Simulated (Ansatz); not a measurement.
Mulliken charges of `[AlH2][C]1=[N][SnH2]1` from r2SCAN/def2-TZVPP in Ansatz (PBE0-D4/def2-TZVP geometry).

```json
{"atom": "Al1", "x (Å)": "-0.608", "y (Å)": "1.001", "z (Å)": "-0.494", "charge (e)": "0.457"}
{"atom": "C2", "x (Å)": "0.389", "y (Å)": "0.507", "z (Å)": "1.197", "charge (e)": "-0.156"}
{"atom": "N3", "x (Å)": "1.137", "y (Å)": "-0.155", "z (Å)": "1.797", "charge (e)": "-0.133"}
{"atom": "Sn4", "x (Å)": "1.280", "y (Å)": "-1.652", "z (Å)": "-0.103", "charge (e)": "0.496"}
{"atom": "H5", "x (Å)": "-2.141", "y (Å)": "0.631", "z (Å)": "-0.424", "charge (e)": "-0.160"}
{"atom": "H6", "x (Å)": "0.017", "y (Å)": "2.287", "z (Å)": "-1.169", "charge (e)": "-0.162"}
{"atom": "H7", "x (Å)": "0.319", "y (Å)": "-0.351", "z (Å)": "-1.175", "charge (e)": "-0.187"}
{"atom": "H8", "x (Å)": "-0.302", "y (Å)": "-2.325", "z (Å)": "0.315", "charge (e)": "-0.155"}
```

Q: By hand: the dipole of these point charges (1 e Å = 4.8032 D).

A: Σ q r = (0.472, -0.466, -0.274) e Å, of length 0.718 e Å = 3.45 D.

Q: How does the dipole of the full density compare? (Best estimate.)

A: Computed: (0.182, -0.292, -0.221) e Å, 1.96 D; the point charges give 1.76 times that, at 16° from its direction.

Point charges leave out the atoms' own dipoles, such as those of lone pairs, and Mulliken's split depends on the basis, so the two needn't agree.
